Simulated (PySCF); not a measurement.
Cl²⁺ (chlorine, charge +2) across methods

[Ne] 3s1 3p4, high-spin 4P determinant (an excited configuration). All numbers are calculated (PySCF 2.14, scalar relativity by spin-free X2C-1e, in aug-cc-pCVTZ-DK with one added diffuse shell each of s, p, d, f type (9s8p6d4f, 91 functions)).

```tsv
method	E (hartree)	mean ε 3s α (eV)	mean ε 3p α (eV)	mean ε 3p β (eV)	Σ⟨r²⟩ (bohr²)	⟨S²⟩
PW91	-459.7477	-47.188	-33.742	-30.346	15.81	3.752
B97-3	-459.6847	-50.203	-35.445	-31.505	15.79	3.752
HSE06	-459.6232	-49.790	-35.140	-31.076	15.81	3.752
PBE0	-459.6041	-50.223	-35.567	-31.473	15.81	3.752
UHF	-459.15499	-58.704	-40.478	-33.558	15.98	3.755
PBE	-459.5752	-47.134	-33.677	-30.276	15.81	3.752
r2SCAN	-459.7368	-48.560	-34.363	-30.310	15.81	3.753
LDA	-458.2335	-46.925	-33.622	-30.211	15.84	3.751
```

(1) Estimate the same row for CAM-B3LYP.

Answers

(1) E (hartree) = -459.7620; mean ε 3s α (eV) = -51.595; mean ε 3p α (eV) = -36.877; mean ε 3p β (eV) = -33.042; Σ⟨r²⟩ (bohr²) = 15.86; ⟨S²⟩ = 3.752.
